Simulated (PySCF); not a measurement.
C2H4F2Si, SMILES F/C=C(/F)[SiH3]. Heavy atoms are numbered as in [F:1]/[CH:2]=[C:3](/[F:4])[SiH3:5]. Hydrogens are named by the atom that carries them.

The structure is a stationary point at B3LYP-D3(BJ)/def2-SVP. The structure was generated by enumeration; whether it is a known compound was not checked.

Level of theory: PBE/def2-TZVP (PySCF).

ESP charges are fitted to the potential on shells at 1.4 to 2.0 van der Waals radii. Atomic charges (e), one atom of each kind:

```tsv
atom	Mulliken	ESP fit
F1	[?]	-0.09
C2 (CH)	0.02	-0.10
C3	0.09	0.06
F4	-0.17	-0.14
Si5 (SiH3)	0.11	0.20
H on C2	[?]	0.18
H on Si5	[?]	-0.03
```

Problem. Complete the blanks. (The exact figures need the calculation; the answer reports its results.)

Solution. 
- F1, Mulliken: -0.15
- H on C2, Mulliken: 0.12
- H on Si5, Mulliken: 0.00

Problem. Give the Mayer and Wiberg (Löwdin basis) orders of the bonds. (The exact figures need the calculation; the answer reports its results.)

Solution. 
| bond | Mayer | Wiberg |
|---|---|---|
| F1–C2 | 1.10 | 1.78 |
| C2–C3 | 1.71 | 2.02 |
| C3–F4 | 1.00 | 1.70 |
| C3–Si5 | 0.99 | 1.11 |
